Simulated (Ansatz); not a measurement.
## Ansatz (development build ahead of 0.2.0) run

```yaml
crystal:
  periodic: [false, false, false]
  atoms:
    - { symbol: H, position_ang: [-1.14009, -1.14953, -0.78336] }
    - { symbol: H, position_ang: [-1.14032, -1.15795, -1.51389] }
    - { symbol: H, position_ang: [-1.15186, -1.15144, 1.53039] }
    - { symbol: H, position_ang: [-1.14022, -1.14045, 0.77765] }
    - { symbol: H, position_ang: [-1.15963, 1.15038, -0.78459] }
    - { symbol: H, position_ang: [-1.15456, 1.15347, -1.51697] }
    - { symbol: H, position_ang: [-1.15569, 1.14804, 1.51398] }
    - { symbol: H, position_ang: [-1.14315, 1.14617, 0.78575] }
    - { symbol: H, position_ang: [1.14576, -1.15706, -0.7794] }
    - { symbol: H, position_ang: [1.15184, -1.14009, -1.51216] }
    - { symbol: H, position_ang: [1.15874, -1.15326, 1.52173] }
    - { symbol: H, position_ang: [1.14788, -1.15529, 0.76861] }
    - { symbol: H, position_ang: [1.15068, 1.14114, -0.77583] }
    - { symbol: H, position_ang: [1.15971, 1.14618, -1.52555] }
    - { symbol: H, position_ang: [1.15845, 1.15137, 1.53071] }
    - { symbol: H, position_ang: [1.14482, 1.15232, 0.77789] }
basis:
  gaussian: { orbitals: def2-SVP }
hamiltonian:
  xc: hf
```

The input is written out in the form of the current development build from the run's settings.

Output:

```json
{
 "Converged": "yes",
 "Total energy": "-8.95857 hartree",
 "Spin squared of the determinant": "0.000"
}
```
